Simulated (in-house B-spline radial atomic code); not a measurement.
**Excitations of the argon ion Ar⁶⁺ by several methods**

Full response, energies in eV; labels give the largest channel, * marks a mixed state, a dash one above the method's threshold, and an imaginary frequency an unstable closed-shell reference. Computed with an all-electron radial atomic-structure program (B-spline basis): linear response of the closed shell [Ne] 3s2 with each method's own kernel (bare exchange for TDHF, static screening on G0W0 levels for BSE, the adiabatic kernel for functionals); scalar-relativistic (spin-free one-electron X2C), finite nucleus, no spin-orbit coupling, no double excitations, S, P, D and F terms only.

```json
{"method": "TDHF", "3s → 3p 3P": "11.799", "3s → 3p 1P": "20.858", "3s → 3d 3D": "38.76", "α (bohr³)": "2.133"}
{"method": "BSE on G0W0@HF", "3s → 3p 3P": "13.418", "3s → 3p 1P": "21.534", "3s → 3d 3D": "41.32", "α (bohr³)": "1.944"}
{"method": "LDA VWN5", "3s → 3p 3P": "14.102", "3s → 3p 1P": "21.375", "3s → 3d 3D": "38.37", "α (bohr³)": "1.958"}
{"method": "PBE", "3s → 3p 3P": "13.512", "3s → 3p 1P": "21.220", "3s → 3d 3D": "37.51", "α (bohr³)": "2.007"}
{"method": "PBE0", "3s → 3p 3P": "13.234", "3s → 3p 1P": "21.078", "3s → 3d 3D": "37.94", "α (bohr³)": "2.047"}
{"method": "B3LYP (VWN-RPA)", "3s → 3p 3P": "13.267", "3s → 3p 1P": "21.290", "3s → 3d 3D": "37.80", "α (bohr³)": "1.998"}
{"method": "CAM-B3LYP", "3s → 3p 3P": "?", "3s → 3p 1P": "?", "3s → 3d 3D": "?", "α (bohr³)": "?"}
{"method": "LC-wPBE", "3s → 3p 3P": "13.308", "3s → 3p 1P": "21.112", "3s → 3d 3D": "37.83", "α (bohr³)": "2.026"}
{"method": "wB97X", "3s → 3p 3P": "13.914", "3s → 3p 1P": "21.316", "3s → 3d 3D": "38.61", "α (bohr³)": "1.998"}
{"method": "HSE06", "3s → 3p 3P": "?", "3s → 3p 1P": "?", "3s → 3d 3D": "?", "α (bohr³)": "?"}
{"method": "BHandHLYP", "3s → 3p 3P": "12.802", "3s → 3p 1P": "21.153", "3s → 3d 3D": "38.18", "α (bohr³)": "2.042"}
{"method": "BLYP", "3s → 3p 3P": "13.309", "3s → 3p 1P": "21.405", "3s → 3d 3D": "37.27", "α (bohr³)": "1.968"}
{"method": "PBEsol", "3s → 3p 3P": "13.450", "3s → 3p 1P": "21.173", "3s → 3d 3D": "37.59", "α (bohr³)": "2.01"}
{"method": "BP86", "3s → 3p 3P": "13.540", "3s → 3p 1P": "21.245", "3s → 3d 3D": "37.53", "α (bohr³)": "2.001"}
{"method": "LDA exchange-only", "3s → 3p 3P": "13.170", "3s → 3p 1P": "21.454", "3s → 3d 3D": "37.57", "α (bohr³)": "1.952"}
{"method": "B97-1", "3s → 3p 3P": "13.436", "3s → 3p 1P": "21.025", "3s → 3d 3D": "38.23", "α (bohr³)": "2.054"}
{"method": "RPBE", "3s → 3p 3P": "13.138", "3s → 3p 1P": "21.004", "3s → 3d 3D": "37.16", "α (bohr³)": "2.052"}
{"method": "OLYP", "3s → 3p 3P": "11.892", "3s → 3p 1P": "20.619", "3s → 3d 3D": "36.40", "α (bohr³)": "2.123"}
```

Task: What does CAM-B3LYP give?

Result: 3s → 3p 3P: 13.291; 3s → 3p 1P: 21.318; 3s → 3d 3D: 38.02; α: 1.994 (eV, bohr³).

Task: What does HSE06 give?

Result: 3s → 3p 3P: 13.431; 3s → 3p 1P: 21.214; 3s → 3d 3D: 38.01; α: 2.022 (eV, bohr³).
